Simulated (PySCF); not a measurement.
**How methods differ on the ionisation energy of Sr²⁺**

Sr²⁺ [Kr] (1S) → Sr³⁺ [Ar] 3d10 4s2 4p5 (2P), as a difference of total energies. All numbers are calculated (PySCF 2.14, scalar relativity by spin-free X2C-1e, in Sapporo-DKH3-DZP-2012 (7s6p2d, 35 functions)). Correlated levels: valence: [Ar] 3d10 4s2 frozen. The calculations carry no spin-orbit coupling.

```csv
method,ionisation energy (eV)
UHF,42.095
M06-L,42.894
PBE0,43.137
MP2 (valence),43.123
SCS-MP2 (valence),43.065
CCSD (valence),43.093
CCSD(T) (valence),43.095
```

Task: How much does correlation contribute at CCSD(T) (valence)?

Result: 43.095 − (42.095) = 1.000 eV, measured against UHF.

The reference lies between the lowest fine-structure levels, while these numbers refer to the centres of the terms.

Errors of the correlated levels include the incompleteness of this basis and the frozen core.

For comparison: 42.884 eV (measured; NIST Atomic Spectra Database, ionization energies).
